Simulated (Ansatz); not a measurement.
BH3O2 (SMILES OBO) moved off its minimum; all values from Ansatz (a program for electronic structure), cores frozen in correlated methods.
(charge 0, multiplicity 1)
```xyz
6

B     -0.2414    -0.2288    -0.2032
H     -1.1129    -1.0126    -0.8388
O     -0.2726     0.9562    -0.5670
H      0.3650     1.6128    -0.0588
O      0.5842    -0.7542     0.7537
H      0.4212    -1.6834     0.9353
```

Forces at MP2/cc-pVTZ (eV/Å):

| atom | Fx | Fy | Fz |
|---|---|---|---|
| B1 | -1.902 | -8.203 | 0.448 |
| H2 | 1.520 | 1.133 | 1.157 |
| O3 | 2.052 | 8.941 | -0.233 |
| H4 | -1.912 | -2.151 | -1.554 |
| O5 | 0.286 | 0.118 | 0.350 |
| H6 | -0.044 | 0.161 | -0.167 |

Give the forces (eV/Å), the total energy and the dipole at CCSD(T)/cc-pVTZ.


| atom | Fx | Fy | Fz |
|---|---|---|---|
| B1 | -1.813 | -8.134 | 0.515 |
| H2 | 1.437 | 1.059 | 1.096 |
| O3 | 2.028 | 8.923 | -0.254 |
| H4 | -1.890 | -2.136 | -1.535 |
| O5 | 0.280 | 0.106 | 0.350 |
| H6 | -0.042 | 0.183 | -0.173 |
Energy -176.9292 hartree, dipole 1.25 D.
